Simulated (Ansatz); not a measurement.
Start from `B[SiH](F)[S][InH2]` and change one atom or group to get `B[SiH](B)F`.

Ansatz, PBE0-D4/def2-TZVP geometries, multiplicity 1. Each molecule was computed in one conformer, which needn't be the lowest.

Elements past krypton have def2 core potentials.

```tsv
property	`B[SiH](F)[S][InH2]`
size of the dipole moment (PBE/def2-TZVPP) / D	2.64
LUMO energy (PBE/def2-TZVPP) / eV	-1.93
size of the dipole moment (ωB97M-V/def2-TZVPP) / D	2.82
HOMO energy (PBE/def2-TZVPP) / eV	-6.31
HOMO energy (B3LYP/def2-TZVPP) / eV	-7.19
HOMO–LUMO gap (PBE0/def2-TZVPP) / eV	6.16
```

(1) Give the same properties after the change, and the shifts. (An estimate is asked.)

Results:

(1) The calculation gave: 
```
                                          property  `B[SiH](B)F`  shift
    size of the dipole moment (PBE/def2-TZVPP) / D          1.27  -1.37
                 LUMO energy (PBE/def2-TZVPP) / eV         -4.00  -2.07
size of the dipole moment (ωB97M-V/def2-TZVPP) / D          1.37  -1.45
                 HOMO energy (PBE/def2-TZVPP) / eV         -6.83  -0.52
               HOMO energy (B3LYP/def2-TZVPP) / eV         -7.83  -0.64
              HOMO–LUMO gap (PBE0/def2-TZVPP) / eV          4.98  -1.18
```

With PBE0 the HOMO falls by 0.63 eV and the LUMO falls by 1.81 eV, so the gap narrows by about 1.18 eV. PBE moves the HOMO by -0.52 eV and ωB97M-V by -0.71 eV. The zero-point energy changes by 8.2 kJ/mol with -3 modes. Dipoles are sizes alone; their direction can turn.

B3LYP here is the variant with VWN-RPA as its local correlation; programs differ in this.
